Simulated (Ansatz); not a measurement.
Reaction (cleavage of the Si–Si bond): `F[SiH2]O[SiH2][SiH3]` + `NB(O)Cl` → `NB(Cl)O[SiH3]` + `F[SiH2]O[SiH3]`

Computed with Ansatz on PBE0-D4/def2-TZVP structures; ΔE is electronic, products minus reactants. CCSD(T)/CBS is the MP2 limit (def2-TZVPP, def2-QZVPP) plus CCSD(T) − MP2 in def2-TZVPP, frozen cores. DFT in def2-TZVPP. B3LYP here is the variant with VWN-RPA as its local correlation; programs differ in this. Each species was taken in one conformer, which may not be the lowest.

```
             level  ΔE (kJ/mol)  difference from CCSD(T)/CBS
           PBE0-D4        -66.6                         20.5
          B3LYP-D4        -85.2                          1.9
           ωB97M-V        -87.5                         -0.4
            B2PLYP        -91.8                         -4.7
            r2SCAN        -77.9                          9.2
              PBE0        -67.8                         19.3
     HF/def2-TZVPP       -113.9                        -26.8
SCS-MP2/def2-TZVPP        -99.9                        -12.8
SCS-MP2/def2-QZVPP       -100.5                        -13.4
    CCSD/CBS(def2)        -90.5                         -3.4
       CCSD(T)/CBS        -87.1                            0
```

Largest T1 diagnostic among the species: 0.012.

In def2-TZVPP, CCSD(T) changes the Hartree–Fock value by +26.8 kJ/mol (the triples alone add +3.4 kJ/mol) and MP2 by +18.8 kJ/mol. From PBE to PBE0 (25 % exact exchange), in def2-TZVPP and without D4, ΔE moves by −8.7 kJ/mol.
